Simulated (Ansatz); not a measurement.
System: C2H7BN, net charge 0, doublet state. It need not be the lowest isomer of its formula. SMILES: C[B]NC
Coordinates optimised at B3LYP-D3(BJ)/def2-TZVP (Ansatz, an electronic-structure program):
```xyz
11

C      1.9986     0.4366    -0.3325
B      0.5007     0.5509     0.0912
N     -0.4841    -0.4027    -0.0368
C     -1.8806    -0.2916     0.3600
H      2.2602     1.2114    -1.0579
H      2.2425    -0.5376    -0.7791
H      2.6601     0.5859     0.5249
H     -0.2526    -1.3015    -0.4506
H     -2.0451     0.6940     0.7911
H     -2.1412    -1.0460     1.1069
H     -2.5468    -0.4116    -0.4983
```
Charge 0, spin multiplicity 2.

Atomisation energy built up term by term with Ansatz (kcal/mol; UHF references for open shells; valence terms freeze the core; atomic spin-orbit terms are left out). CBS(X,Y): correlation extrapolated as X^-3; Hartree-Fock from the larger set.

```tsv
term	basis	kcal/mol
Hartree-Fock	cc-pVQZ	737.34
CCSD correlation	CBS(cc-pVTZ,cc-pVQZ)	229.31
(T)	CBS(cc-pVTZ,cc-pVQZ)	13.31
core correlation	cc-pwCVTZ	4.19
scalar relativity (X2C)	cc-pVTZ-DK against cc-pVTZ	-0.73
sum: De		983.4
```

(T) makes 1.4 % of the CCSD(T) atomisation energy; under 5 % is typical of single-reference molecules.
